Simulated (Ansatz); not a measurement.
Born–Oppenheimer molecular dynamics of Cl3H3HfOSi (9 atoms, charge 0, multiplicity 1). It starts from a relaxed structure.

Computed with RKS PBE/def2-SVP in Ansatz.

| Item | Value |
| --- | --- |
| ensemble | NVT, Nosé–Hoover chain |
| time step | 0.25 fs |
| steps asked | 250 |
| set temperature | 300 K |
| thermostat | time constant 100 fs, chain length 3 (defaults) |
| seed | 645148 |

First frame:

```xyz
9
Properties=species:S:1:pos:R:3
Hf -0.204 -0.106 0.078
Cl -0.102 0.174 2.415
O 1.476 -0.814 -0.519
Si 2.957 -1.438 -1.056
H 2.684 -2.575 -1.997
H 3.710 -0.347 -1.760
H 3.732 -1.925 0.134
Cl -0.553 1.964 -0.991
Cl -1.900 -1.635 -0.502
```

Q: How far do the bonds stretch over the last three quarters of this one trajectory? (Pairs bonded in most of those frames.)

A: 
```
   bond  mean (Å)  spread (Å)  shortest  longest
Hf1–Cl2     2.375       0.040      2.30     2.42
 Hf1–O3     1.923       0.031      1.87     1.97
Hf1–Cl8     2.369       0.009      2.35     2.38
Hf1–Cl9     2.350       0.039      2.30     2.41
 O3–Si4     1.713       0.031      1.66     1.76
 Si4–H5     1.502       0.009      1.49     1.52
 Si4–H6     1.502       0.007      1.49     1.51
 Si4–H7     1.502       0.023      1.47     1.53
```

Mean temperature of the second half: 185 K. The conserved energy stayed within 0.0077 meV per atom of its start (net change 0.005 meV per atom), so the integration is sound. The mean temperature of the second half is 38 % below the set value. A run of 0.062 ps of so small a system gives no equilibrium averages.

Run time: 8.9 min on 4 threads of Arm Neoverse V1, with other jobs on the host, peak memory 0.23 GiB.
